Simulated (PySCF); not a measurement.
`CS[SiH2]SCSC(F)(F)F`: 4 charge schemes on one density

C3H7F3S3Si.
Cartesian coordinates in Å at the GFN2-xTB level; atoms count from 1:
```
atom  x, y, z in Å
C1     2.939   -0.381    1.452
S2     1.440   -0.915    0.578
Si3    1.592    0.332   -1.148
S4    -0.042   -0.140   -2.469
C5    -1.386   -0.367   -1.290
S6    -1.783    1.216   -0.447
C7    -3.078    0.561    0.655
F8    -4.083    0.015   -0.036
F9    -2.608   -0.391    1.464
F10   -3.580    1.527    1.411
H11    3.812   -0.607    0.850
H12    2.883    0.682    1.658
H13    2.972   -0.940    2.381
H14    2.772    0.012   -1.929
H15    1.501    1.730   -0.752
H16   -2.260   -0.688   -1.853
H17   -1.099   -1.096   -0.535
```

Density: PBE0/pcSseg-1 (PySCF); schemes: Mulliken, IAO, Hirshfeld and ESP-fitted. One conformer (not necessarily the lowest) at the GFN2-xTB geometry, without solvent, vibrations or thermal averaging.

Question: What partial charge does each atom carry?

Answer: In e; atoms taken as equivalent share a row and are averaged (×n: the atom named and its like, n in all):

```tsv
atom	environment	Mulliken	IAO	Hirshfeld	ESP-fitted
C1	S-methyl carbon	-0.391	-0.497	-0.109	-0.389
S2	sulfur bonded to C and Si	-0.299	-0.176	-0.082	-0.225
Si3	SiH2 silicon	+0.537	+0.611	+0.277	+0.232
S4	sulfur bonded to C and Si	-0.212	-0.129	-0.071	-0.140
C5	sp3 carbon bound to sulfur	-0.465	-0.428	-0.083	-0.422
S6	sulfide sulfur	+0.043	+0.102	-0.005	-0.086
C7	CF3 carbon	+0.678	+0.703	+0.243	+0.315
F8/F9/F10	fluorine of a CF3 group	-0.249	-0.269	-0.087	-0.108
H11/H12/H13	methyl hydrogen	+0.162	+0.165	+0.052	+0.170
H14/H15	Si–H hydrogen	-0.035	-0.115	-0.073	+0.015
H16/H17	methylene hydrogen	+0.220	+0.179	+0.040	+0.250
```

Mean size of the charges over all atoms: IAO 0.267 e, Mulliken 0.257 e, ESP-fitted 0.187 e, Hirshfeld 0.089 e. Each set sums to the total charge, 0, to within 0.001 e. The IAO scheme counts the electrons in orthogonalised intrinsic atomic orbitals, a minimal basis polarised so that it spans the occupied orbitals exactly.

Some averages cover members that differ in this geometry: H11/H12/H13, ESP-fitted +0.146 to +0.214; H16/H17, ESP-fitted +0.218 to +0.281; F8/F9/F10, ESP-fitted -0.128 to -0.082 e.

Lowest charge. The schemes don't all agree: Mulliken C5 (-0.465); IAO C1 (-0.497); Hirshfeld C1 (-0.109); ESP-fitted C5 (-0.422).

Highest charge. The schemes don't all agree: Mulliken C7 (+0.678); IAO C7 (+0.703); Hirshfeld Si3 (+0.277); ESP-fitted C7 (+0.315).

Question: How closely do the schemes follow one another over all atoms?

Answer: Correlation coefficient and root-mean-square difference: Mulliken with IAO 0.98, 0.061 e; IAO with Hirshfeld 0.96, 0.216 e; Mulliken with Hirshfeld 0.94, 0.208 e; Mulliken with ESP-fitted 0.92, 0.139 e; IAO with ESP-fitted 0.88, 0.166 e; Hirshfeld with ESP-fitted 0.77, 0.150 e.

Question: How many electrons does the ESP-fitted scheme count on S6?

Answer: Z − q = 16 − (-0.086) = 16.086.

Question: Sum the charges by element, for elements with more than one atom.

Answer: 
```csv
element,atoms,Mulliken,IAO,Hirshfeld,ESP-fitted
C,3,-0.179,-0.222,+0.050,-0.496
S,3,-0.468,-0.204,-0.158,-0.452
F,3,-0.746,-0.807,-0.261,-0.323
H,7,+0.856,+0.622,+0.092,+1.039
```
